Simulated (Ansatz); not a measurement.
Abridged output of a molecular run in Ansatz:

```
Functional definition: HF
1520 factors; integrals over basis functions are off by at most 9.8e-4 eV
mean field evaluation 1: about -21609.7531 eV, gradient 4.8e1 eV
mean field evaluation 2: about -21609.9258 eV, gradient 4.8e1 eV
mean field evaluation 4: about -21614.7491 eV, gradient 4.2e0 eV
mean field evaluation 8: about -21614.8264 eV, gradient 3.1e-1 eV
mean field evaluation 16: about -21614.8271 eV, gradient 1.9e-6 eV
mean field -21614.82714144 eV, -794.3302463920 hartree, gradient 1.9e-6 eV, S^2 0.000000; 0 other end points of the search recorded, 0 dependent functions left out
13 core orbitals not correlated: weight in the atoms' cores, before any rotation towards them, 1.000 or more for the frozen orbitals, at most 0.000 for the correlated occupied ones
reference -21614.82714144 eV, -794.3302463920 hartree; 15, 15 occupied and 238, 238 virtual orbitals, 1520 factors
second order -23.18524862 eV of doubles, -0.00000000 eV of singles
cycle   1  -23.86531362 eV  change   -6.8e-1 eV  update   9.7e-2
cycle   2  -24.39590570 eV  change   -5.3e-1 eV  update   2.8e-2
cycle   3  -24.50490265 eV  change   -1.1e-1 eV  update   1.4e-2
cycle   4  -24.49731275 eV  change    7.6e-3 eV  update   3.4e-3
cycle   5  -24.49621924 eV  change    1.1e-3 eV  update   1.5e-3
cycle   6  -24.49634495 eV  change   -1.3e-4 eV  update   4.4e-4
cycle   7  -24.49606349 eV  change    2.8e-4 eV  update   1.6e-4
cycle   8  -24.49605567 eV  change    7.8e-6 eV  update   4.5e-5
cycle   9  -24.49606714 eV  change   -1.1e-5 eV  update   1.6e-5
perturbative correction -0.96822230 eV, -0.0355815134 hartree
Total energy: -21640.29143089 eV, -795.2660417687 hartree
```

Its atoms:

Cartesian coordinates in Å:
```
C 1.062 1.377 0.707
C 0.069 1.026 -0.401
Al -0.588 -0.805 -0.369
O -1.718 -1.316 -1.523
S 0.156 -2.176 1.176
H 1.398 2.416 0.638
H 1.953 0.746 0.667
H 0.624 1.244 1.700
H -0.801 1.694 -0.365
H 0.516 1.202 -1.387
H -2.094 -2.191 -1.586
H -0.577 -3.216 0.745
```

Question: Which basis set was used?
A. def2-SVP
B. cc-pV(T+d)Z
C. def2-SVPD
D. cc-pV(D+d)Z

Answer: B. It gives 266 functions.

Question: Write the keys of the input that set method, charge and spin (a neutral closed shell needs none for the last two).

Answer: 
```yaml
correlation: {method: ccsd_t}
```
